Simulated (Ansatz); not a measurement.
Stepwise reaction of `[Cl][Ga]([Cl])[GeH3]` with hydrogen, as a gas-phase model of exchange steps in deposition or etching. ΔE in kJ/mol.

Program: Ansatz. Geometries: PBE0-D4/def2-TZVP. ΔE: electronic, gas phase. CCSD(T)/CBS is the MP2 limit (def2-TZVPP, def2-QZVPP) plus CCSD(T) − MP2 in def2-TZVPP, frozen cores. This one scheme is used for every species. DFT in def2-TZVPP. B3LYP here is the variant with VWN-RPA as its local correlation; programs differ in this. For Ga, Ge outer-core shells are correlated without core-valence functions, which leaves a few kJ/mol of doubt a bond. Scalar relativity is left out up to krypton.

```json
{"step": "2", "reaction": "`[Cl][GaH][GeH3]` + H₂ → `[GaH2][GeH3]` + HCl", "PBE-D4": "116.3", "B3LYP-D4": "118.0", "ωB97M-V": "114.8", "CCSD(T)/CBS": "117.3"}
```

Question: Give the row of step 1, `[Cl][Ga]([Cl])[GeH3]` + H₂ → `[Cl][GaH][GeH3]` + HCl. (Best estimate.)

Answer: Ansatz gave: 
```json
{"step": "1", "reaction": "`[Cl][Ga]([Cl])[GeH3]` + H₂ → `[Cl][GaH][GeH3]` + HCl", "PBE-D4": "107.0", "B3LYP-D4": "109.1", "ωB97M-V": "106.2", "CCSD(T)/CBS": "108.0"}
```

Question: By hand: ΔE of the 2 steps together at CCSD(T)/CBS.

Answer: (108.0) + (117.3) = 225.3 kJ/mol, or 112.7 kJ/mol a step.

In ΔE each step is higher than the one before. All are uphill at CCSD(T)/CBS. PBE-D4 differs from CCSD(T)/CBS by -1.0 to -1.0 kJ/mol a step. Only this route is followed, and other bonds may react first. Isolated molecules leave out the surface, adducts and barriers. Largest T1 diagnostic: 0.013.
